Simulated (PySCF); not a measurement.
A GIAO shielding run with PySCF 2.14 (density fitting, non-relativistic, gas phase) on `C[N+]1(C)[BH2-]C[C@H](N([SiH3])[SiH3])C1`, C5H19BN2Si2:

```
$ OMP_NUM_THREADS=1 python probes_run.py task.json out

{"job": {"kind": "nmr", "xc": "HF", "basis": "pcSseg-1", "pop": false}, "charge": 0, "multiplicity": 1}
C     -2.631891     0.964443    -0.791304
N     -1.775407     0.051732    -0.021694
C     -2.439303    -1.256460     0.093452
B     -1.434148     0.674402     1.522780
C      0.186499     0.762602     1.471873
C      0.572845    -0.303144     0.458555
N      1.947450    -0.295515    -0.052741
Si     2.831109     1.210525    -0.169879
Si     2.596158    -1.858683    -0.475759
C     -0.444300    -0.101620    -0.663959
H     -2.162798     1.954651    -0.828604
H     -2.782798     0.583251    -1.814980
H     -3.601798     1.058774    -0.286942
H     -3.360658    -1.141586     0.677243
H     -2.675256    -1.656999    -0.906457
H     -1.783869    -1.955840     0.624987
H     -2.036305     1.735037     1.611479
H     -1.858883    -0.164713     2.308038
H      0.523566     1.751333     1.106109
H      0.672110     0.594068     2.444553
H      0.385928    -1.291597     0.923472
H      3.188105     1.805557     1.153229
H      4.087439     0.901544    -0.913659
H      2.064439     2.242566    -0.940028
H      1.749976    -2.529035    -1.518447
H      2.607562    -2.772384     0.711469
H      3.982636    -1.695801    -0.997205
H     -0.462203    -0.909329    -1.413497
H     -0.200206     0.837671    -1.182164
```

Hardware: 1 thread of an Intel Xeon 6975P-C, shared host. The job also computes ring-centre shieldings.

Q: How large is the calculation?

A: 96 electrons, 279 basis functions and 1479 auxiliary functions.

Q: How long does it take, and how much memory does it need?

A: 32 s of wall time, with 10 SCF cycles and 6 response iterations; peak memory 1.4 GiB. Times on a shared host scatter by some tens of per cent.

Q: And these other runs on the same molecule and hardware: GIAO shielding at PBE0/pcSseg-1?

A: PBE0/pcSseg-1: 279 functions, 74 s.
